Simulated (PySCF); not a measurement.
Ti(OH)3 (H3O3Ti), SMILES [OH][Ti+]([OH])[OH], charge +1, multiplicity 1.

The structure is a stationary point at PBE0-D3(BJ)/def2-SVP. The spin state was assumed, not searched. The isomer is the one that the SMILES or the coordinates give; other isomers of the formula were not compared. The values are those of a single conformer.

These are PBE0-D3(BJ)/def2-SVP (PySCF 2.14.0) values and carry that method's errors.

Frequencies are harmonic and unscaled.

Modes within 1.5 cm⁻¹ of each other (mostly degenerate sets) share a row, with their intensities summed.

```json
[
 {"mode": "1", "ν (cm⁻¹)": "132", "IR (km/mol)": "0.6", "Raman (Å⁴/amu)": "1.5", "depolarisation": "0.49", "moving atoms (share of kinetic energy)": "Ti 39 %, O 37 %, H 24 %"},
 {"mode": "2–3", "ν (cm⁻¹)": "216", "IR (km/mol)": "57.1", "Raman (Å⁴/amu)": "13.7", "depolarisation": "0.75", "moving atoms (share of kinetic energy)": "O 59 %, H 30 %, Ti 11 %"},
 {"mode": "4", "ν (cm⁻¹)": "234", "IR (km/mol)": "17.5", "Raman (Å⁴/amu)": "0.2", "depolarisation": "0.09", "moving atoms (share of kinetic energy)": "H 87 %, O 13 %"},
 {"mode": "5–6", "ν (cm⁻¹)": "372", "IR (km/mol)": "659.6", "Raman (Å⁴/amu)": "2.2", "depolarisation": "0.75", "moving atoms (share of kinetic energy)": "H 70 %, O 29 %"},
 {"mode": "7–8", "ν (cm⁻¹)": "486", "IR (km/mol)": "63.7", "Raman (Å⁴/amu)": "6.4", "depolarisation": "0.75", "moving atoms (share of kinetic energy)": "H 86 %, O 14 %"},
 {"mode": "9", "ν (cm⁻¹)": "556", "IR (km/mol)": "485.1", "Raman (Å⁴/amu)": "1.0", "depolarisation": "0.74", "moving atoms (share of kinetic energy)": "H 73 %, O 23 %"},
 {"mode": "10", "ν (cm⁻¹)": "866", "IR (km/mol)": "20.5", "Raman (Å⁴/amu)": "28.9", "depolarisation": "0.08", "moving atoms (share of kinetic energy)": "O 85 %, Ti 8 %"},
 {"mode": "11–12", "ν (cm⁻¹)": "936", "IR (km/mol)": "494.2", "Raman (Å⁴/amu)": "8.7", "depolarisation": "0.75", "moving atoms (share of kinetic energy)": "O 60 %, Ti 36 %"},
 {"mode": "13–14", "ν (cm⁻¹)": "3838", "IR (km/mol)": "1666.2", "Raman (Å⁴/amu)": "156.4", "depolarisation": "0.75", "moving atoms (share of kinetic energy)": "H 94 %"},
 {"mode": "15", "ν (cm⁻¹)": "3861", "IR (km/mol)": "167.9", "Raman (Å⁴/amu)": "154.9", "depolarisation": "0.06", "moving atoms (share of kinetic energy)": "H 94 %"}
]
```
